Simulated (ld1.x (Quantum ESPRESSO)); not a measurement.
# As: variants of one RRKJ potential

Base potential:

* Element: As
* Generator: ld1.x (Quantum ESPRESSO) 7.5
* Type: norm-conserving RRKJ (Kleinman–Bylander form)
* Functional: LDA (PZ)
* Relativity: scalar-relativistic
* Frozen core: [Ar] 3d10
* Valence charge: 5
* Reference configuration: 4s1.5 4p3.5
* Partial waves: 4p (bound): rc 2.15 bohr; 4d channel at -0.05 Ry: rc 1.95 bohr; 4s (bound): rc 1.35 bohr
* Local potential: the s channel
* Core correction: a·sin(br)/r model core inside 1.00 bohr

Cutoffs, loose and tight: the cutoffs (Ry, on a coarse ladder) from which the occupation-weighted sum of valence levels, in a spherical-Bessel basis at the reference potential, stays within 10 and 1 mRy of its value at 400 Ry. They do not see the model core or the augmentation charge, which bear on the density cutoff. Test errors are all-electron minus pseudo excitation energies from the reference, over the configurations 4s2 4p3; 4s2 4p2; 4s2 4p1; 4s1 4p0; 4s0 4p5; 4s2 4p2.5; 4s2 4p3.3 (two spin-polarised tests are not counted in the largest error). A dash means not determined; rows that change the core or the reference have their own tests.

A true bound ghost makes a file unfit for plane-wave use even where its test errors are small: the radial tests pick states by their node count and pass the ghost by.

| change | outcome | cutoff, loose | cutoff, tight | bound ghosts | largest test error (meV) |
| --- | --- | --- | --- | --- | --- |
| base | generated | 35 Ry | 80 Ry | d | -225 |
| wave 4p (bound): rc 2.15 bohr becomes 4p (bound): rc 3.20 bohr | generated | 35 Ry | 80 Ry | d, p | -470 |
| core correction a·sin(br)/r model core inside 1.52 bohr | generated | 35 Ry | 80 Ry | d | -154 |
| reference 4s2 4p0 | generated | 40 Ry | 90 Ry | none | -84 |
| wave 4d channel at -0.05 Ry: rc 1.95 bohr becomes 4d channel at 1.79 Ry: rc 1.95 bohr | generated | 35 Ry | 80 Ry | none | -225 |
| wave 4d channel at -0.05 Ry: rc 1.95 bohr becomes 4d channel at -0.05 Ry: rc 1.92 bohr | generated | 35 Ry | 80 Ry | d | -225 |
| functional Wu–Cohen | generated | 35 Ry | 80 Ry | d | -245 |
| core [Ne], valence charge 23; reference 3s2 3p6 3d10 4s2 4p3; waves now 3s (bound): rc 0.90 bohr; 3d (bound): rc 1.15 bohr; 4f channel at 0.1 Ry: rc 0.95 bohr; 3p (bound): rc 0.90 bohr; local potential the p channel; core correction none | generated, misses its reference levels by 0.86 eV | 200 Ry | 300 Ry | none | -2159 |
| all radii but the core radius scaled by about 1.28 (s 1.72, p 2.74, d 2.50 bohr) | generated | 30 Ry | 45 Ry | p | -370 |

(1) What comes out with this change to the base: wave 4s (bound): rc 1.35 bohr becomes 4s (bound): rc 2.08 bohr?

(2) What comes out with this change to the base: type TM; local potential all-electron potential smoothed inside 1.55 bohr (lloc = -1)?

(3) What comes out with this change to the base: local potential the p channel?

Results:

(1) outcome: generated; cutoff, loose: 25 Ry; cutoff, tight: 35 Ry; bound ghosts: none; largest test error (meV): -193.

(2) outcome: generated; cutoff, loose: 35 Ry; cutoff, tight: 80 Ry; bound ghosts: none; largest test error (meV): -258.

(3) outcome: generated; cutoff, loose: 35 Ry; cutoff, tight: 50 Ry; bound ghosts: d; largest test error (meV): -357.
